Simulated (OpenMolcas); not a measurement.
**S²⁺: input and output**

Input:

```
&GATEWAY
Coord
1

S 0.0 0.0 0.0
Basis=ANO-R3
Group=XYZ
NoMove
AngMom=0.0 0.0 0.0
AMFI
&SEWARD
* reference wave functions (RASSCF and RASSI steps not shown): 2 electrons in 9 orbitals (RAS2 3p; RAS3 3d 4s, at most 1 electron)
>>> COPY JOB001 $Project.JobIph
&CASPT2
Multistate=3 1 2 3
Frozen=1 0
IPEA=0.25
Imaginary=0.1
MaxIter=60
WThr=0.0 0.3 0.05
PrWF=0.5
NoMix
>>> COPY JOB002 $Project.JobIph
&CASPT2
Multistate=6 1 2 3 4 5 6
Frozen=1 0
IPEA=0.25
Imaginary=0.1
MaxIter=60
WThr=0.0 0.3 0.05
PrWF=0.5
NoMix
>>> COPY JOB003 $Project.JobIph
&CASPT2
Multistate=18 1 2 3 4 5 6 7 8 9 10 11 12 13 14 15 16 17 18
Frozen=1 0
IPEA=0.25
Imaginary=0.1
MaxIter=60
WThr=0.0 0.3 0.05
PrWF=0.5
NoMix
...
```

Launched by
```bash
OMP_NUM_THREADS=1 MOLCAS_MEM=1689 MOLCAS_PROJECT=a pymolcas a.inp > a.log  # once for each step of the input, in one work folder
```

Output, cut to the results:

```
--- CASPT2 ---
Orbital specifications:
      -----------------------

      Symmetry species                           1   2
                                                ag  au
      Frozen orbitals                            1   0
      Inactive orbitals                          2   3
      Active orbitals                            6   3
      Secondary orbitals                        26  30
      Deleted orbitals                           0   0
      Number of basis functions                 35  36
Type of calculation                        MS-CASPT2
      Fock operator                              state-specific
      IPEA shift                                 0.25
      Real shift                                 0.00
      Imaginary shift                            0.10
      The input orbitals will be transformed to quasi-canonical
Reference energy:        -397.4167758965
      E2 (Non-variational):      -0.3509153128
      Shift correction:          -0.0001437578
      E2 (Variational):          -0.3510590706
      Total energy:            -397.7678349671
      Residual norm:              0.0000001339
      Reference weight:           0.96250
      Contributions to the CASPT2 correlation energy
      Active & Virtual Only:         -0.0024550792
      One Inactive Excited:          -0.0715386907
      Two Inactive Excited:          -0.2769215428
Reference energy:        -397.4167758965
      E2 (Non-variational):      -0.3509153128
      Shift correction:          -0.0001437578
      E2 (Variational):          -0.3510590706
      Total energy:            -397.7678349671
      Residual norm:              0.0000001339
      Reference weight:           0.96250
      Contributions to the CASPT2 correlation energy
      Active & Virtual Only:         -0.0024550792
      One Inactive Excited:          -0.0715386907
      Two Inactive Excited:          -0.2769215428
::    CASPT2 Root  1     Total energy:   -397.76783497
::    CASPT2 Root  2     Total energy:   -397.76783497
::    CASPT2 Root  3     Total energy:   -397.76783497
::    MS-CASPT2 Root  1     Total energy:   -397.76783497
::    MS-CASPT2 Root  2     Total energy:   -397.76783497
::    MS-CASPT2 Root  3     Total energy:   -397.76783497
--- CASPT2 ---
Orbital specifications:
      -----------------------

      Symmetry species                           1   2
                                                ag  au
      Frozen orbitals                            1   0
      Inactive orbitals                          2   3
      Active orbitals                            6   3
      Secondary orbitals                        26  30
      Deleted orbitals                           0   0
      Number of basis functions                 35  36
Type of calculation                        MS-CASPT2
      Fock operator                              state-specific
      IPEA shift                                 0.25
      Real shift                                 0.00
      Imaginary shift                            0.10
      The input orbitals will be transformed to quasi-canonical
Reference energy:        -397.3542071057
      E2 (Non-variational):      -0.3653206123
      Shift correction:          -0.0001917838
      E2 (Variational):          -0.3655123962
      Total energy:            -397.7197195019
      Residual norm:              0.0000000725
      Reference weight:           0.95533
      Contributions to the CASPT2 correlation energy
      Active & Virtual Only:         -0.0113627834
      One Inactive Excited:          -0.0765771460
      Two Inactive Excited:          -0.2773806829
Reference energy:        -397.3542071057
      E2 (Non-variational):      -0.3650092525
      Shift correction:          -0.0001907482
      E2 (Variational):          -0.3652000008
      Total energy:            -397.7194071065
      Residual norm:              0.0000000806
      Reference weight:           0.95552
      Contributions to the CASPT2 correlation energy
      Active & Virtual Only:         -0.0113654503
      One Inactive Excited:          -0.0765524672
      Two Inactive Excited:          -0.2770913350
::    CASPT2 Root  1     Total energy:   -397.71971950
::    CASPT2 Root  2     Total energy:   -397.71940711
::    CASPT2 Root  3     Total energy:   -397.71924389
::    CASPT2 Root  4     Total energy:   -397.71917954
::    CASPT2 Root  5     Total energy:   -397.71961799
::    CASPT2 Root  6     Total energy:   -397.62237627
::    MS-CASPT2 Root  1     Total energy:   -397.71989605
::    MS-CASPT2 Root  2     Total energy:   -397.71977105
::    MS-CASPT2 Root  3     Total energy:   -397.71950473
::    MS-CASPT2 Root  4     Total energy:   -397.71910957
::    MS-CASPT2 Root  5     Total energy:   -397.71900447
::    MS-CASPT2 Root  6     Total energy:   -397.62225844
--- CASPT2 ---
Orbital specifications:
      -----------------------

      Symmetry species                           1   2
                                                ag  au
      Frozen orbitals                            1   0
      Inactive orbitals                          2   3
      Active orbitals                            6   3
      Secondary orbitals                        26  30
      Deleted orbitals                           0   0
      Number of basis functions                 35  36
Type of calculation                        MS-CASPT2
      Fock operator                              state-specific
      IPEA shift                                 0.25
      Real shift                                 0.00
      Imaginary shift                            0.10
      The input orbitals will be transformed to quasi-canonical
Reference energy:        -396.8606144709
      E2 (Non-variational):      -0.3521514751
      Shift correction:          -0.0001726330
      E2 (Variational):          -0.3523241081
      Total energy:            -397.2129385790
      Residual norm:              0.0000005452
      Reference weight:           0.95952
...
```

Levels above the lowest, from the spin-orbit matrix with the multistate effective Hamiltonian, averaged by term, added to it:

| Configuration | Term | J | E (cm-1) | Measured (cm-1) | g | Term weight % |
| --- | --- | --- | --- | --- | --- | --- |
| 3s2 3p2 | 3P | 0 | 0.0 | 0.0 |  | 100 |
| 3s2 3p2 | 3P | 1 | 269 | 299 | 1.501 | 100 |
| 3s2 3p2 | 3P | 2 | 763 | 833 | 1.501 | 100 |
| 3s2 3p2 | 1D | 2 | 11160 | 11323 | 1.001 | 100 |
| 3s2 3p2 | 1S | 0 | 32460 | 27161 |  | 100 |
| 3s2 3p 3d | 1D* | 2 | 111800 |  | 1.000 | 100 |
| 3s2 3p 3d | 3F* | 2 | 121830 | 122118 | 0.666 | 100 |
| 3s2 3p 3d | 3F* | 3 | 122090 | 122404 | 1.084 | 100 |
| 3s2 3p 3d | 3F* | 4 | 122470 | 122799 | 1.251 | 100 |
| 3s2 3p 3d | 3P* | 2 | 129710 |  | 1.492 | 96 |
| 3s2 3p 3d | 3P* | 1 | 129970 |  | 1.478 | 96 |
| 3s2 3p 3d | 3P* | 0 | 130130 |  |  | 98 |
| 3s2 3p 3d | 3D* | 1 | 131480 |  | 0.522 | 98 |
| 3s2 3p 3d | 3D* | 2 | 131600 |  | 1.176 | 97 |
| 3s2 3p 3d | 3D* | 3 | 131690 |  | 1.334 | 100 |
| 3s2 3p 4s | 3P* | 0 | 145970 | 146697 |  | 98 |
| 3s2 3p 4s | 3P* | 1 | 146180 | 146738 | 1.492 | 97 |
| 3s2 3p 4s | 3P* | 2 | 146750 | 147147 | 1.501 | 98 |
| 3s2 3p 4s | 1P* | 1 | 149090 | 148399 | 1.009 | 98 |
| 3s2 3p 3d | 1P* | 1 | 152890 |  | 1.000 | 100 |
| 3s2 3p 3d | 1F* | 3 | 162480 | 157610 | 1.000 | 100 |

Against the 12 measured excited levels shown (NIST levels in Podobedova, Kelleher and Wiese, J. Phys. Chem. Ref. Data 38, 171 (2009)) the mean absolute deviation is 1100 cm-1; the largest miss in energy is 3s2 3p2 1S0: computed 32460, measured 27161 cm-1 (+19.5 %).

CASPT2 does not keep the components of a term degenerate, so their means are used; among the terms shown or strongly mixed into the levels shown the widest spread is 260 cm-1 (3s2 3p 3d 3F*). Over all roots computed the reference weight is 0.85 to 0.96; the roots of lowest weight are the least certain, and an intruder state may touch them. ANO sets are built for valence states and can reach diffuse excited orbitals poorly, and with the s shell closed the s pⁿ⁺¹ terms that mix with these levels are absent. With the s shell closed, the reference lacks s² → p² mixing. Some terms miss by over 15 % even with CASPT2, which points to a basis or an active space too small for the shells correlated. Measured partners are found by configuration, term and J. A level has none where our copy of the source lacks it or the pairing is in doubt (some pairs that miss far off the trend of their configuration count as doubtful), and it then counts in no deviation. Only configurations of the active space appear.

The term weight is that of the spin-free term in the level, not the purity of its configuration. * marks odd parity.
